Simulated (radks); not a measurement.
Results of a calculation; reference values are marked as such.
Fractional charge and spin in the 4p shell of strontium: the spin-up occupation runs from 2 to 3 and the spin-down occupation from 2 to 3; the fullest corner is Sr, [Ar] 3d10 4s2 5s2 4p(up 3, down 3). Code: a radial shooting solver on a logarithmic mesh with Libxc functionals. Model: scalar-relativistic Kohn-Sham, r2SCAN, spin-polarised, spherical densities, finite nucleus; meta-GGA in the generalised Kohn-Sham scheme; Fermi nuclear charge, rms radius of each element as measured or else 0.836 A^(1/3) + 0.57 fm. Energy (eV) above the fullest corner. The planes named below are the two flat planes that join the four corners, with an edge along up + down = one added electron.

\begin{tabular}{lrrr}
down \ up & 2 & 2.5 & 3 \\ \hline
2 & 70.152 & 47.989 & 28.795 \\
2.5 & 47.989 & 29.130 & 13.084 \\
3 & 28.795 & 13.084 & 0.000 \\
\end{tabular}

Corners above the fullest one (they belong to Sr+ and the next ion): (up 3, down 2) 28.795 eV, (up 2, down 3) 28.795 eV, (up 2, down 2) 70.152 eV. With half an added electron in each spin the energy lies 0.334 eV from the planes, and with half an added electron in spin up alone -1.485 eV. The planes are only a guide here: the flat-plane condition holds for ground states with one frontier orbital, while this shell lies below other occupied shells, so the corners above the fullest one are inner-hole states and not the ground states of those ions.
